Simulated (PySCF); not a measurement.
# Orbital picture of GaBi

r²SCAN at R = 2.849 Å; PySCF, scalar-relativistic core potentials, basis sets Ga def2-SVP, Bi def2-SVP with ECP60. State: ³Σ⁻ (triplet), unpaired electrons π ↑↑. Only the outer orbitals are listed, counted within each symmetry, core potentials removing the inner ones.

| spin | orbital | occ. | ε (eV) | on Ga (%) | main shells (%) |
| --- | --- | --- | --- | --- | --- |
| α | 10σ | 1 | -15.07 | 4 | 95 Bi s |
| α | 11σ | 1 | -9.14 | 84 | 84 Ga s, 12 Bi p |
| α | 6π | 1 | -5.43 | 9 | 91 Bi p, 9 Ga p |
| α | 6π | 1 | -5.43 | 9 | 91 Bi p, 9 Ga p |
| α | 12σ | 1 | -4.75 | 39 | 60 Bi p, 28 Ga p, 11 Ga s |
| α | 7π | 0 | -2.29 | 90 | 90 Ga p, 9 Bi p |
| α | 7π | 0 | -2.29 | 90 | 90 Ga p, 9 Bi p |
| α | 13σ | 0 | -0.04 | 73 | 73 Ga p, 28 Bi p |
| β | 10σ | 1 | -13.68 | 8 | 91 Bi s |
| β | 11σ | 1 | -8.92 | 84 | 84 Ga s, 10 Bi p |
| β | 12σ | 1 | -4.37 | 46 | 54 Bi p, 37 Ga p |
| β | 6π | 0 | -3.51 | 35 | 65 Bi p, 34 Ga p |
| β | 6π | 0 | -3.51 | 35 | 65 Bi p, 34 Ga p |
| β | 7π | 0 | -1.68 | 65 | 65 Ga p, 34 Bi p |

Task: Which are the highest filled and the lowest empty level, where do they sit, and how wide is the gap?

Result: Highest filled β 12σ at -4.37 eV (in %: 54 Bi p, 37 Ga p); lowest empty β 6π at -3.51 eV (in %: 65 Bi p, 34 Ga p); the gap at r²SCAN is 0.86 eV.

```
bond order (Mayer)                               : 1.19
⟨S²⟩                                             : 2.012
charge on Ga (Mulliken, basis-dependent)         : 0.16
charge on Ga (Löwdin, basis-dependent)           : 0.02
dipole moment (positive dipole means Ga(−)Bi(+)) : -0.81 D
```

These are scalar-relativistic numbers at best; spin–orbit coupling would shift them, the dissociation energy most. The state was picked by a PBE0 search and need not be the measured ground state.
